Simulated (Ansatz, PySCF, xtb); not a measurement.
Noncovalent pair: C2H4 (SMILES C=C) (first 6 atoms) with CHN (SMILES C#N); geometry from B3LYP-D3(BJ)/def2-TZVP.
(charge 0, multiplicity 1):
```json
[
 {"atom": "C", "x (Å)": "0.6559", "y (Å)": "0.0111", "z (Å)": "-0.0014"},
 {"atom": "C", "x (Å)": "-0.6670", "y (Å)": "0.0437", "z (Å)": "0.0893"},
 {"atom": "H", "x (Å)": "1.2053", "y (Å)": "-0.9226", "z (Å)": "0.0198"},
 {"atom": "H", "x (Å)": "1.2418", "y (Å)": "0.9158", "z (Å)": "-0.1115"},
 {"atom": "H", "x (Å)": "-1.2172", "y (Å)": "0.9766", "z (Å)": "0.0571"},
 {"atom": "H", "x (Å)": "-1.2537", "y (Å)": "-0.8618", "z (Å)": "0.1883"},
 {"atom": "C", "x (Å)": "0.2488", "y (Å)": "0.2742", "z (Å)": "3.6655"},
 {"atom": "N", "x (Å)": "0.3284", "y (Å)": "0.3500", "z (Å)": "4.8069"},
 {"atom": "H", "x (Å)": "0.1740", "y (Å)": "0.2028", "z (Å)": "2.5987"}
]
```

Counterpoise-corrected where a basis set is named; no monomer relaxation. Rows marked so take none.

Rows in 6-311+G** carry no dispersion term and start afresh at each structure.

Codes used: Ansatz (a first-principles code); PySCF for 6-311+G** rows, the dispersion terms; xtb for the GFN methods. Values without a source in brackets are computed.

### Question
One of these levels gives -1.13 kcal/mol for the interaction energy. Name it.
(A) B3LYP-D3(BJ)/def2-TZVPPD
(B) B3LYP/6-311+G** (no counterpoise)
(C) GFN1-xTB
(D) BHLYP/def2-TZVPPD

### Answer
C, GFN1-xTB. The others give -1.62 (B3LYP/6-311+G** (no counterpoise)), -2.76 (B3LYP-D3(BJ)/def2-TZVPPD), -1.97 (BHLYP/def2-TZVPPD)
